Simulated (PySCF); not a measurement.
C7H11BO2Si, SMILES C[SiH2]c1ccc(B(O)O)cc1 (GFN2-xTB optimised geometry):

```
22

Si    -3.703    -0.279     0.000
C     -4.319    -1.166     1.564
C     -1.814    -0.279     0.000
C     -1.104     0.498     0.911
C      0.277     0.496     0.934
C      1.017    -0.286     0.045
C      0.302    -1.063    -0.867
C     -1.079    -1.059    -0.889
B      2.598    -0.310     0.044
O      3.231    -1.110    -0.842
O      3.371     0.431     0.888
H     -4.186     1.110     0.000
H     -4.187    -0.973    -1.200
H     -3.983    -2.199     1.590
H     -3.952    -0.680     2.464
H     -5.404    -1.170     1.610
H     -1.645     1.118     1.613
H      0.788     1.117     1.661
H      0.856    -1.674    -1.564
H     -1.602    -1.671    -1.610
H      4.187    -1.068    -0.780
H      2.903     0.990     1.506
```

Level of theory: PBE0/def2-SVP in PySCF.

**Question.** What are the frontier orbital energies and the dipole moment?

**Answer.** HOMO-2 -8.45 eV, HOMO-1 -7.36 eV, HOMO -7.25 eV, LUMO -0.93 eV, LUMO+1 -0.09 eV; dipole moment 1.45 D.

On the same geometry PySCF with PBE/def2-SVP gives HOMO-2 -7.01 eV, HOMO-1 -6.30 eV, HOMO -6.21 eV, LUMO -1.72 eV, LUMO+1 -1.00 eV; dipole moment 1.47 D.

Meta-Löwdin charges at PBE0/def2-SVP: Si1 0.61, C2 -0.54, C3 -0.21, C4 -0.10, C5 -0.10, C6 -0.11, C7 -0.08, C8 -0.10, B9 0.40, O10 -0.48, O11 -0.49, H12 -0.11, H13 -0.11, H14 0.12, H15 0.12, H16 0.12, H17 0.10, H18 0.08, H19 0.11, H20 0.10, H21 0.33, H22 0.33.
